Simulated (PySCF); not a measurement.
**P⁺: ionisation energy**

P⁺ [Ne] 3s2 3p2 (3P) → P²⁺ [Ne] 3s2 3p1 (2P), as a difference of total energies. All numbers are calculated (PySCF 2.14, the spin-free X2C one-electron Hamiltonian (Gaussian nucleus), in Sapporo-DZP-2012 (5s4p2d, 27 functions)). Correlated levels: valence: [Ne] frozen. The calculations carry no spin-orbit coupling.

```tsv
method	ionisation energy (eV)	difference from reference (eV)
UHF	19.200	-0.569
M06-L	19.729	-0.040
BP86	19.864	+0.095
MP2 (valence)	19.542	-0.227
SCS-MP2 (valence)	19.467	-0.302
CCSD (valence)	19.601	-0.168
CCSD(T) (valence)	19.612	-0.157
```

Reference: 19.769 eV (semi-empirical (NIST evaluation); NIST Atomic Spectra Database, ionization energies).

The reference lies between the lowest fine-structure levels, while these numbers refer to the centres of the terms.

Errors of the correlated levels include the incompleteness of this basis and the frozen core.
